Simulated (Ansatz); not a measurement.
Breaking a bond: MgN (cation, charge +1), lowest triplet found (which spin is the ground state isn't settled by this scan).

ROCCSD(T) = CCSD(T) on ROHF/aug-cc-pVDZ, frozen core (Ansatz, a program for electronic structure); ROCCSDT = CCSDT on ROHF/aug-cc-pVDZ, frozen core run with Ansatz; UKS-CAM-B3LYP = unrestricted CAM-B3LYP/aug-cc-pVDZ in Ansatz.

Energies are in kJ/mol, each relative to the lowest point of its own curve between 1.76 and 2.66 Å, where full CI is lowest.

```csv
R / Å,ROCCSD(T),ROCCSDT,UKS-CAM-B3LYP
1.52,330.1,332.4,282.7
1.67,135.0,136.3,103.3
1.76,71.6,72.7,48.5
1.86,30.5,31.3,15.9
1.95,10.9,11.5,?
2.02,3.3,3.6,0.0
2.07,0.7,?,0.4
2.14,0.0,0.0,3.4
2.19,1.0,0.9,6.7
2.28,4.9,4.5,14.0
2.38,11.0,10.3,23.1
2.52,20.5,19.6,35.6
2.66,29.6,28.5,?
2.87,—,—,?
3.09,—,—,70.2
3.41,—,—,80.0
3.72,—,—,85.8
4.22,—,—,90.5
4.65,—,—,92.3
5.33,—,—,93.5
6.18,—,—,?
7.22,—,—,?
```

Task: What belongs in the gaps?

Result: 
- 1.95, UKS-CAM-B3LYP: 3.0
- 2.07, ROCCSDT: 0.9
- 2.66, UKS-CAM-B3LYP: 46.6
- 2.87, UKS-CAM-B3LYP: 60.0
- 6.18, UKS-CAM-B3LYP: 94.0
- 7.22, UKS-CAM-B3LYP: 94.3

A dash means that the run gave no value there, or that the column was ended at a point which the program doubted or which failed a test of continuity chosen for this set; such a test can also cut sound points.

The T1 diagnostic of CCSD on the restricted reference of ROCCSD(T), ROCCSDT exceeds 0.045 at 1.67 to 3.09 Å. The unrestricted determinant behind UKS-CAM-B3LYP is spin-contaminated at 1.86 to 7.22 Å (<S²> up to 3.0, against 2.00 for a pure triplet). At the minimum UKS-CAM-B3LYP lies far from FCI: another state is possible.
